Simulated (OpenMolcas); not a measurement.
## Lines of Rh2+: computed and rescaled rates

| Property | Result |
| --- | --- |
| Program | OpenMolcas |
| Method | CASSCF |
| Basis | ANO-R3 [8s6p5d3f2g1h] |
| Scalar Hamiltonian | X2C, finite nucleus |
| Active space | 7 electrons in 5 orbitals (4d) |
| State averaging | 2S+1 = 4 even, 10 roots; 2S+1 = 2 even, 40 roots |
| Spin-orbit coupling | RASSI with atomic mean-field integrals over the reference wave functions, term energies averaged over their components |

Rates come from the transition moments of the reference wave functions (E1 and E2 in the length form). At fixed line strength A goes as λ^-3 for E1 and M1 and as λ^-5 for E2, so a rate at the computed wavelength can be rescaled to the measured one. Measured vacuum wavelengths follow from level energies in the list in Shadmi, J. Res. Natl. Bur. Stand. 70A, 435 (1966). Branching counts decays inside the model space alone, at computed energies, and the table is only a selection of the E2 and M1 lines, drawn from those between levels with measured partners whose computed energy lies within a factor of 1.5 of the measured one.

| Upper | Lower | Type | λ computed (nm) | λ measured (nm) | A computed (s-1) | A rescaled (s-1) | Branching % |
| --- | --- | --- | --- | --- | --- | --- | --- |
| 4d⁷ ⁴F_7/2 | 4d⁷ ⁴F_9/2 | M1 | 4750 | 4656 | 3.13e-01 | 3.32e-01 | 100.0 |
| 4d⁷ ⁴P_5/2 | 4d⁷ ⁴F_9/2 | E2 | 667.8 | 904 | 1.60e-01 | 3.52e-02 | 58.2 |
| 4d⁷ ⁴F_5/2 | 4d⁷ ⁴F_7/2 | M1 | 7216 | 7474 | 1.52e-01 | 1.37e-01 | 100.0 |
| 4d⁷ ⁴P_5/2 | 4d⁷ ⁴F_7/2 | M1 | 777 | 1122 | 5.90e-02 |  | 21.5 |
| 4d⁷ ⁴P_3/2 | 4d⁷ ⁴F_7/2 | E2 | 773.4 | 1130 | 4.56e-02 | 6.85e-03 | 32.6 |
| 4d⁷ ⁴F_3/2 | 4d⁷ ⁴F_5/2 | M1 | 11220 | 11960 | 4.54e-02 | 3.75e-02 | 100.0 |
| 4d⁷ ⁴P_5/2 | 4d⁷ ⁴F_7/2 | E2 | 777 | 1122 | 2.43e-02 | 3.87e-03 | 8.9 |

Spin-changing lines and M1 lines between different terms are not rescaled, since their strength hangs on the term gaps too.

The largest correction is for 4d⁷ ⁴P_3/2 → 4d⁷ ⁴F_7/2 (E2): 4.56e-02 × (773.4 / 1130)^5 = 6.85e-03 s-1, a factor of 0.15.

The computed rate and branching of 4d⁷ ⁴F_7/2 → 4d⁷ ⁴F_9/2 give the upper level a radiative lifetime of 1.000 / 3.13e-01 s-1 = 3.19e+00 s, counting decays inside the model space alone. The rescaled rate gives about 3.0e+00 s.

The computed order of these levels differs from the measured one in 1 place, and where term gaps are wrong the rates of spin-changing lines can be off by large factors.

These are rates of the free ion; in crystals, glasses and complexes forced electric-dipole and non-radiative decay shorten such lifetimes by orders of magnitude. No measured rate stands beside these. Rescaling mends the energy factor alone: line strengths can still be far off where a level mixes with configurations outside the active space, and weak or spin-changing lines hang on small mixing coefficients that depend on the term gaps too, so rescaling need not improve them.

Levels of configurations with an s electron are missing; early in the row they begin among the upper levels of the d shell and mix with terms of their name. Without dynamic correlation excited terms often stand tens of per cent too high (terms of higher spin than the ground term too low), and those without a measured partner can miss by more than the paired ones. Measured partners are found by configuration, term and J. A level has none where our copy of the source lacks it or the pairing is in doubt (some pairs that miss far off the trend of their configuration count as doubtful). Only configurations of the active space appear.
